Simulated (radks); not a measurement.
All-electron atom: Pd I in [Kr] 4d8 5s1 5p1 (not the ground configuration). All-electron calculation, Dirac Kohn-Sham, BLYP, spin-unpolarised, spherical densities, finite nucleus; open shells are shared between the two j in proportion to 2j + 1; Fermi nuclear charge, rms radius 4.5318 fm. Program: a radial shooting solver on a logarithmic mesh with Libxc functionals.

Unscreened Slater integrals over Kohn-Sham orbitals (hartree). Large and small components are both included.

F0(5p3/2,5p3/2): 0.20933
F2(5p3/2,5p3/2): 0.10656
F0(5p3/2,5p1/2): 0.21378
G2(5p3/2,5p1/2): 0.10861
F0(5p3/2,5s1/2): 0.24417
G1(5p3/2,5s1/2): 0.14129
F0(5p3/2,4d5/2): 0.27287
F2(5p3/2,4d5/2): 0.063125
G1(5p3/2,4d5/2): 0.026745
G3(5p3/2,4d5/2): 0.020777
F0(5p1/2,5p1/2): 0.21857
F0(5p1/2,5s1/2): 0.25157
G1(5p1/2,5s1/2): 0.15165
F0(5p1/2,4d5/2): 0.28389
G3(5p1/2,4d5/2): 0.023872
F0(5s1/2,5s1/2): 0.30688
F0(5s1/2,4d5/2): 0.37798
G2(5s1/2,4d5/2): 0.064532
F0(4d5/2,4d5/2): 0.64083
F2(4d5/2,4d5/2): 0.31424
F4(4d5/2,4d5/2): 0.20382
